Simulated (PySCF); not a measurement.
Species: C₂H₁₂N₂OSi₃.
Atom-mapped SMILES: `[NH2:1][Si@:2]1([O:3][SiH3:4])[CH2:5][CH2:6][SiH2:7][NH:8]1`

Probes without a nucleus sit at each ring's centroid and 1 Å off its mean plane on both sides; NICS is minus the shielding there, NICSzz its component along the normal. Level: GIAO PBE0/pcSseg-1 (PySCF, non-relativistic, gas phase) on the GFN2-xTB geometry, one conformer.

Ring bond lengths (Å), with Mayer bond orders in brackets: Si2–C5 1.892 (0.87), C5–C6 1.532 (1.03), C6–Si7 1.901 (0.92), Si7–N8 1.726 (1.00), N8–Si2 1.737 (0.94).

Question: Give the NICS values of each ring in ppm.

Answer: 
```json
{"ring": "Si2–C5–C6–Si7–N8", "type": "5-membered ring with N and 2 Si; formal bonds all single", "NICS(0)": "-5.3", "NICS(1), two faces": "-3.2 / -3.0", "NICS(1)zz, two faces": "-0.4 / -0.3", "rms pucker (Å)": "0.17", "centre to ring atoms, mean (Å)": "1.48"}
```

Question: What can be read from them?

Answer: 
- Si2–C5–C6–Si7–N8: mean NICS(1)zz -0.4 ppm, near zero. Si2, C5, C6, Si7 have four or more neighbours, so the value isn't read as a sign of a π ring current.

Question: What field does 7.05 T along the ring normal induce along that normal at the first NICS(1) probe listed for ring Si2–C5–C6–Si7–N8, 1 Å off the ring?

Answer: NICSzz × B0 = -0.4 ppm × 7.05 T = -3 μT, against the applied field.

Question: What are the shieldings of the ring atoms and their hydrogens in the same run (means over atoms taken as equivalent)?

Answer: 
```csv
atoms,environment,σ isotropic (ppm)
Si2,oxygen-bound silicon,368.1
C5,sp3 carbon bound to silicon,178.2
C6,sp3 carbon bound to silicon,181.2
Si7,SiH2 silicon,382.0
N8,nitrogen bridging silicon atoms,227.6
H on C5,methylene hydrogen,30.80
H on C5,methylene hydrogen,31.15
H on C6,methylene hydrogen,30.59
H on C6,methylene hydrogen,30.84
H on Si7,Si–H hydrogen,26.87
H on Si7,Si–H hydrogen,26.81
H on N8,N–H hydrogen,31.35
```

On an Arm Neoverse N1 with one thread, shared host, this took 79 s wall and 1.1 GiB of memory at its peak. This is the whole shielding run at PBE0/pcSseg-1, SCF included.
